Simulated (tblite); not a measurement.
Question: What does the GFN2-xTB structure of InChI=1S/C7H7O/c1-8-7-5-3-2-4-6-7/h2-5H,1H3 look like in three dimensions? (Doublet state.)

Answer: 
Z-matrix in Å and degrees, rows numbered from 1:
```
C 
O   1  1.4050
C   2  1.3584  1  118.64
C   3  1.3772  2  119.00  1  -179.85
C   4  1.3551  3  125.41  2  -179.90
C   5  1.3979  4  118.03  3     0.01
C   6  1.3797  5  118.87  4    -0.07
C   7  1.3857  6  121.46  5     0.09
H   1  1.0953  2  111.59  3    61.39
H   1  1.0890  2  105.67  3   179.92
H   1  1.0956  2  111.69  3   -61.44
H   5  1.0793  4  121.61  3   179.91
H   6  1.0795  5  119.96  4   179.81
H   7  1.0807  6  119.69  5  -179.77
H   8  1.0797  3  120.15  2    -0.05
```

C3 (carbon bonded to 2 C and O) is planar (angles 125.1°, 119.0° and 115.9°, sum 360.0°, 0.00 Å off the plane of its three neighbours). The 6-membered ring C3–C4–C5–C6–C7–C8 has internal angles of 115.9° to 125.4°; it is planar, 0.00 Å rms from its mean plane, widest ring torsion 0°. C6 (carbon bonded to 2 C and H) is planar (angles 121.2°, 120.0° and 118.9°, sum 360.0°, 0.00 Å off the plane of its three neighbours). C5 (carbon bonded to 2 C and H) is planar (angles 121.6°, 120.4° and 118.0°, sum 360.0°, 0.00 Å off the plane of its three neighbours).

The geometry is computed with GFN2-xTB (gas phase). This method treats the open shell by occupation alone, without spin polarisation.

Point group: Cs (tolerance 0.08 Å). Its GFN2-xTB frequencies are all real (lowest 91 cm⁻¹). Torsions: C1–O2–C3–C4 180°.

Time: 0.35 s. Hardware: one thread, Intel Xeon at 2.60 GHz (x86_64), shared host. That covers the optimisation of the geometry.

One conformer stands for the species.
